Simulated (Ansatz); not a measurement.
Cartesian coordinates in Å:
```
C 0.2291 1.2483 -2.4536
O -0.2860 0.8154 -1.2257
W 0.2630 0.5715 0.5080
F -0.9607 1.8178 1.1559
F 1.4930 1.9548 0.2297
Cl 1.2050 0.3955 2.6257
Cl 1.8831 -0.9077 -0.3023
O -0.8110 -0.8418 0.9072
C -0.9958 -2.0475 1.5842
H 0.8890 0.4673 -2.8449
H -0.5983 1.4192 -3.1434
H 0.8007 2.1683 -2.3065
H -2.0542 -2.3105 1.5653
H -0.4060 -2.8213 1.0850
H -0.6508 -1.9293 2.6153
```

Total charge 0; spin multiplicity 1. W: def2 effective core potential.

Q: List the PBE/def2-TZVPP orbital energies in eV (the Gaussian-basis code of Ansatz). (An estimate is asked.)

A: Computed: Occupied: -2738.55, -2738.55, -660.05, -659.74, -512.15, -511.97, -271.11, -271.00, -249.13, -249.13, -189.77, -189.77, -189.69, -189.69, -189.68, -189.68, -80.91, -45.31, -45.13, -45.11, -28.98, -28.78, -26.43, -26.30, -19.90, -19.69, -17.87, -17.66, -13.56, -13.14, -12.64, -12.46, -12.26, -12.00, -11.90, -11.21, -10.80, -10.72, -10.40, -9.68, -9.47, -9.03, -8.72, -8.61, -8.39, -7.99, -7.78, -7.55, -7.38, -7.13. Lowest empty: -4.09, -3.71, -3.57, -0.37, 0.05, 0.14, 0.75, 1.09.
